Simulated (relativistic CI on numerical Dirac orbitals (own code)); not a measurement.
Hyperfine structure of Hg41+, mass number 201

Calculated at this level of theory: Dirac-Coulomb-Breit CI, KLI orbitals optimised for each configuration, model QED, unscaled Slater integrals (own radial code, finite nucleus).

Configurations in the expansion (outside the closed core [Ar] 3d10): 4s2.4p6.4d3, 4s2.4p6.4d2.4f, 4s2.4p5.4d4, 4s.4p6.4d4, 4s.4p6.4d3.4f, 4s2.4p6.4d2.5s, 4s2.4p6.4d.4f.5s, 4s2.4p6.4d2.5p, 4s2.4p6.4d2.5d, 4s2.4p5.4d3.5s, 4s2.4p6.4d.4f2, 4s2.4p6.4f3, 4s.4p6.4d.4f3, 4s2.4p6.4f2.5s, 4s2.4p6.4f2.5p, 4s2.4p6.4d.5s2, 4s2.4p6.4f.5s2, 4s.4p6.4d.4f.5s2, 4s2.4p6.5s2.5p. Double excitations out of closed p, d and f shells are left out; levels of such configurations are missing from the list, as are those of other unlisted configurations, and high levels can miss mixing partners. These lack a partner that the ground configuration has and come out too high: 4s2.4p6.4d2.5d, 4s2.4p5.4d3.5s.

Nuclear spin I = 3/2, μ = -0.558 μN, Q = 0.387 b (tables of Stone and Pyykkö). The electronic factors are computed for point nuclear moments, without core polarisation or the Bohr-Weisskopf and QED corrections.

| Level | E (cm⁻¹) | A (MHz) | B (MHz) |
| --- | --- | --- | --- |
| 4s2.4p6.4d3 4F_5/2 | 195359 | -8085 | -5020 |
| 4s2.4p6.4d3 4P_1/2 | 235553 | 5836 |  |
| 4s2.4p6.4d3 4F_7/2 | 424074 | -6542 | -1030 |
| 4s2.4p6.4d3 4F_9/2 | 442759 | -6867 | 2930 |
| 4s2.4p6.4d3 2P_1/2 | 466199 | 2639 |  |
| 4s2.4p6.4d3 2H_11/2 | 480296 | -7739 | 19800 |

Levels with J = 0, under 50 % of one LS term, or S terms without an open s electron are left out. Small factors come from cancelling terms and can be off by tens of per cent or more.

At this charge energies of transitions that change n are usually good to better than 1 %, and those within a shell (Δn = 0) to a few per cent.

Task: Give the hyperfine levels of 4s2.4p6.4d3 4F_5/2 relative to its centre of gravity.

Result: With K = F(F + 1) − I(I + 1) − J(J + 1), E = AK/2 + B[¾K(K + 1) − I(I + 1)J(J + 1)]/[2I(2I − 1)J(2J − 1)]: F = 1: 38930, F = 2: 26780, F = 3: 4783, F = 4: -31570 MHz.

LS names give the leading component of a level, which can be under half, so a name can repeat, a term be missing and a line seem to break the LS rules.
